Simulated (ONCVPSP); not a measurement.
## Configuration tests for C (ONCV)

ONCVPSP 4.0.1 input, shortened (lines: element, Z, core and valence counts, functional; n l f; lmax; l rc ep ncon nbas qcut; lloc lpopt rc5 dvloc0; l nproj debl; icmod fcfact rcfact), PBE, scalar-relativistic:

```
  C 6.00    1    2        4      upf
    1    0    2.00
    2    0    2.00
    2    1    1.00
    2
    0    1.20    0.00    5   10    4.20
    1    2.95    0.00    5   10    5.40
    2    3.10    0.47    5    9    3.50
    4    5    1.10    0.00
    0    2    2.00
    1    1    2.30
    2    2    3.70
    0    0.00    0.00
```

Energies are relative to the spin-unpolarised reference configuration 2s2 2p1; without spin polarisation the order of configurations can differ from experiment.

```json
{"valence configuration": "2s1 2p0", "charge": "+3", "ΔE all-electron (eV)": "72.350", "error AE − PS (meV)": "+936"}
{"valence configuration": "2s0 2p4", "charge": "0", "ΔE all-electron (eV)": "6.114", "error AE − PS (meV)": "+405"}
```

(1) What are ΔE and the potential's error for 2s2 2p0?

(2) What are ΔE and the potential's error for 2s2 2p2?

Levels in the configuration 2s2 2p2:

```json
{"level": "2s", "all-electron (eV)": "-13.751", "pseudo (eV)": "-13.706"}
{"level": "2p", "all-electron (eV)": "-5.285", "pseudo (eV)": "-5.400"}
```

## Answers

(1) ΔE = 24.156 eV all-electron; the error (AE − PS) is +386 meV.

(2) ΔE = -10.861 eV all-electron; the error (AE − PS) is +105 meV.
